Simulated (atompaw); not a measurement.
**tungsten: PAW (atompaw) pseudisation with PBEsol, scalar-relativistic reference atom.**

atompaw 4.2.0.5 input, output lines left out:

```
W 74
GGA-PBESOL scalarrelativistic loggrid 2001 logderivrange -8 5 326
6 6 5 4 0 0
6 0 1
6 1 0
5 2 5
0 0 0
c
c
c
c
v
v
c
c
c
v
v
c
c
v
c
2
2.65 2.45 2.30 1.85
n
n
y
0.15
n
custom polynom2 7 10 vanderbiltortho sinc
bessel
1.35
2.65
2.15
2.65
2.65
2.65
```

* Cutoffs needed: 30 Ry and 70 Ry (the cutoffs (Ry, on a coarse ladder) from which the occupation-weighted sum of valence levels, in a spherical-Bessel basis at the reference potential, stays within 10 and 1 mRy of its value at 400 Ry)
* Ghost test: no extra level below or beside the all-electron valence levels (s, p, d, f tested) (spherical-Bessel basis up to 400 Ry, 20 bohr box)
* Lowest eigenvalue of the overlap operator: 0.40 (s channel)
* Overlap eigenvalues printed by atompaw (projector basis): 0.241, 0.269, 1.04, 18.5, 236, 7.46e+03
* Share of each valence orbital outside the PAW sphere: 5s 0 %, 6s 66 %, 5p 1 %, 6p 92 %, 5d 26 %
